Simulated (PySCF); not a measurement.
C₃H₈Mg. Atoms are numbered in the order given.

```xyz
12

Mg    -0.0438     0.4323     0.5393
C     -1.1096     1.7888     1.7415
H     -1.8117     1.2762     2.4235
H     -1.7080     2.4963     1.1397
H     -0.4372     2.3966     2.3735
C      1.0257    -0.9355    -0.6737
C      0.2540    -1.5340    -1.8635
H      1.3997    -1.7530    -0.0273
H      1.9400    -0.4314    -1.0424
H     -0.0967    -0.7566    -2.5651
H     -0.6431    -2.0907    -1.5398
H      0.8616    -2.2410    -2.4596
```

Geometry optimised at B3LYP-D3(BJ)/def2-SVP. The structure was generated by enumeration; whether it is a known compound was not checked. One conformer was computed; it need not be the lowest.

Calculation: PySCF with PBE/pcSseg-1.

GIAO shieldings, no solvent; atoms alike by connectivity are averaged. δ = σ(ref) − σ: ¹³C against TMS (σ = 182.0 ppm); ¹H against TMS (σ = 31.49 ppm), references at their B3LYP-D3(BJ)/def2-TZVP geometries, non-relativistic.

```tsv
atoms	nucleus	count	δ (ppm)
C7	¹³C	1	___
C6	¹³C	1	3.2
C2	¹³C	1	-20.5
H10, H11, H12	¹H	3	___
H8, H9	¹H	2	0.33
H3, H4, H5	¹H	3	___
```

Task: Some entries are withheld; supply them. (An estimate is asked for; the answer gives what the named calculation found.)

Result: 
- H3, H4, H5, δ (ppm): -0.68
- H10, H11, H12, δ (ppm): 1.63
- C7, δ (ppm): 17.5
